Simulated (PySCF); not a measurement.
Relaxation of singlet ReH₇

Level of theory: PBE0 in PySCF with Re def2-TZVP with ECP60, H def2-TZVP; scalar-relativistic core potentials, no spin–orbit coupling; density-fitted integrals. A (50,194) grid was used.

A start at or just off a symmetric point, pushed along the force that breaks its symmetry, of D5h symmetry, free to break it:

```xyz
8
charge 0 multiplicity 1, angstrom
Re    0.0000    0.0000    0.0000
H     0.0000    0.0000    1.7774
H     0.0000    0.0000   -1.7774
H     1.7174    0.0001    0.0000
H     0.5306    1.6333    0.0000
H    -1.3894    1.0094    0.0000
H    -1.3893   -1.0095    0.0000
H     0.5308   -1.6333    0.0000
```

Optimiser trace:
```
step  E − E(last) (kJ/mol)  largest gradient (Eh/bohr)
   0                544.25                     0.00106
   2                480.35                     0.07568
   4                284.34                     0.04311
   6                202.08                     0.01446
   8                166.96                     0.04890
  10                 81.37                     0.03943
  12                 19.60                     0.02864
  14                  8.77                     0.01053
  16                  5.25                     0.01493
  18                  1.51                     0.00975
  20                  0.64                     0.00265
  22                  0.14                     0.00294
  24                  0.00                     0.00019
  25                  0.00                     0.00011
```

It ends at Cs with H–H 1.007 Å, Re–H 1.601 Å, Re–H 1.620 Å (×2), Re–H 1.668 Å (×2), Re–H 1.716 Å, Re–H 1.765 Å; H–H–Re 70.5°, H–H–Re 75.9°, H–Re–H 33.6°, H–Re–H 48.5°, H–Re–H 59.1° (×2), H–Re–H 68.4°, H–Re–H 69.4° (×2), H–Re–H 79.1° (×2), H–Re–H 90.0° (×2), H–Re–H 96.1° (×2), H–Re–H 102.0°, H–Re–H 110.7° (×2), H–Re–H 118.3°, H–Re–H 147.9° (×2), H–Re–H 153.1° (×2) (after a last refinement on a finer grid). A frequency run shows 1 imaginary mode, down to 102i cm⁻¹, so it is a saddle point.

Final geometry:
Coordinates in bohr (charge 0 multiplicity 1):
```
Re   -0.0133    0.0000   -0.0348
H     1.0929   -0.0002    2.7822
H     2.7696   -0.0001   -1.8722
H     3.2286   -0.0002   -0.0248
H     0.5631    2.6276    1.4254
H    -2.6868    1.2950    1.0166
H    -2.6870   -1.2947    1.0165
H     0.5627   -2.6278    1.4251
```

Stability towards spin polarisation was not tested. Spin–orbit coupling, left out here, can matter for elements this heavy.
